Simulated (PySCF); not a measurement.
YCl2, SMILES [Cl][Y+][Cl], charge +1.

The structure is a stationary point at B3LYP-D3(BJ)/def2-TZVP. The spin state was assumed, not searched. The isomer is the one that the SMILES or the coordinates give; other isomers of the formula were not compared. The def2 effective core potentials stand for the cores of Y; spin–orbit coupling is left out.

Calculation: PySCF with B3LYP-D3(BJ)/def2-TZVP.

Frequencies are harmonic and unscaled.

Q: List the normal modes with their intensities. (Estimate from the structure and the level; the computed values follow.)

A: 
| mode | ν (cm⁻¹) | IR (km/mol) | moving atoms (share of kinetic energy) |
|---|---|---|---|
| 1 | 90 | 7.9 | Cl 78 %, Y 22 % |
| 2 | 413 | 28.8 | Cl 78 %, Y 22 % |
| 3 | 427 | 135.6 | Cl 65 %, Y 35 % |
